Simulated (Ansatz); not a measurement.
Cartesian coordinates in Å:
```
C 0.1832 1.1357 -0.2771
O 0.5711 0.0096 -1.0346
Ge 0.3172 -1.6998 -0.6565
O -0.5415 -1.4776 0.9094
H -0.4921 1.7547 -0.8753
H -0.3190 0.8574 0.6521
H 1.0708 1.7292 -0.0391
H -0.7896 -2.3093 1.3210
```

The species carries charge 0 and has multiplicity 1.

List the ωB97M-V/def2-TZVPP orbital energies in eV (the Gaussian-basis code of Ansatz). (Estimate.)

The calculation gave: Occupied: -10866.72, -1362.46, -1210.23, -1210.18, -1210.15, -525.96, -525.87, -282.27, -174.29, -123.64, -123.50, -123.39, -36.46, -36.41, -36.35, -36.26, -36.15, -30.64, -29.91, -21.49, -17.77, -15.43, -14.84, -14.62, -13.66, -12.03, -10.89, -10.49, -9.74. Lowest empty: 0.51, 2.08, 3.11, 3.73, 4.36, 5.31, 5.32, 6.29.
